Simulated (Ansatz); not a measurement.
ClF2NbS, SMILES `[F][Nb]([F])(=[S])[Cl]`. Charge 0, multiplicity 1. Nb: def2 effective core potential.

Cartesian coordinates in Å:
```
F 1.010 1.605 -0.162
Nb 0.014 0.068 0.070
F -0.669 -0.035 1.782
S -1.616 0.127 -1.288
Cl 1.261 -1.766 -0.402
```

Task: List the harmonic frequencies (cm⁻¹, unscaled) at PBE0-D4/def2-TZVP in Ansatz. (Estimate.)

Result: Ansatz gave: 137, 145, 173, 199, 203, 438, 599, 707, 724.

Task: Is this a minimum?

Result: Yes, all 9 modes are real.

Task: Give the ideal-gas thermochemistry at 298.15 K and 1 bar (rigid rotor, harmonic oscillator; point group Cs, symmetry number 1).

Result: Zero-point energy 19.9 kJ/mol; H(298) − E = 39.5 kJ/mol; entropy 353.2 J/(mol·K), of which translation 174.8, rotation 119.3, vibration 59.0; G(298) − E = -65.8 kJ/mol.

Task: And at 400, 500, 600, 800 and 1000 K?

Result: 
| T (K) | H − E (kJ/mol) | S (J/mol/K) | G − E (kJ/mol) |
| --- | --- | --- | --- |
| 400 | 48.9 | 380.4 | -103.2 |
| 500 | 58.7 | 402.2 | -142.4 |
| 600 | 68.8 | 420.6 | -183.6 |
| 800 | 89.5 | 450.3 | -270.8 |
| 1000 | 110.5 | 473.8 | -363.3 |
